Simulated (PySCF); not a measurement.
I3Si, SMILES I[Si](I)I (connectivity only; charge and spin as stated), charge +1, multiplicity 1.

Geometry: B3LYP-D3(BJ)/def2-SVP. The spin state was assumed, not searched. The isomer is the one that the SMILES or the coordinates give; other isomers of the formula were not compared. The def2 effective core potentials stand for the cores of I; spin–orbit coupling is left out.

These are PySCF with PBE/def2-TZVP values and carry that method's errors.

The molecule is in vacuum.

The total energy is -1182.27657 hartree and the point group comes out as D3h. The highest occupied level is -11.37 eV, the lowest empty level is -8.57 eV and the orbital gap is 2.80 eV. The dipole moment about the centre of nuclear charge comes out as 0.00 D and the mean static polarisability is 122.8 bohr³ (18.19 Å³). The polarisability, principal values comes out as 72.2, 148.1, 148.1 bohr³.
